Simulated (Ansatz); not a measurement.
One change: `[AlH]1[SiH2][SbH]1` becomes `[NH]1[AlH][SiH2]1`.

Ansatz, PBE0-D4/def2-TZVP geometries, multiplicity 1. 

Elements past krypton have def2 core potentials.

```
                                      property  `[AlH]1[SiH2][SbH]1`
            LUMO energy (PBE0/def2-TZVPP) / eV                 -2.04
             HOMO energy (PBE/def2-TZVPP) / eV                 -5.20
         LUMO energy (ωB97M-V/def2-TZVPP) / eV                 -0.34
             LUMO energy (PBE/def2-TZVPP) / eV                 -2.75
       HOMO–LUMO gap (ωB97M-V/def2-TZVPP) / eV                  7.51
zero-point energy (PBE0-D4/def2-TZVP) / kJ/mol                  80.7
```

(1) What does the change do to each property? (Best estimate.)

Answers

(1) The calculation gave: 
```
                                      property  `[NH]1[AlH][SiH2]1`  shift
            LUMO energy (PBE0/def2-TZVPP) / eV                -1.09   0.95
             HOMO energy (PBE/def2-TZVPP) / eV                -5.52  -0.32
         LUMO energy (ωB97M-V/def2-TZVPP) / eV                 0.56   0.90
             LUMO energy (PBE/def2-TZVPP) / eV                -1.85   0.90
       HOMO–LUMO gap (ωB97M-V/def2-TZVPP) / eV                 9.00   1.49
zero-point energy (PBE0-D4/def2-TZVP) / kJ/mol                102.6   21.9
```

With PBE0 the HOMO falls by 0.44 eV and the LUMO rises by 0.95 eV, so the gap widens by about 1.39 eV. PBE moves the HOMO by -0.32 eV and ωB97M-V by -0.57 eV.

Spin–orbit coupling is left out; it splits and shifts lone-pair levels of the heavy atoms by tenths of an eV.
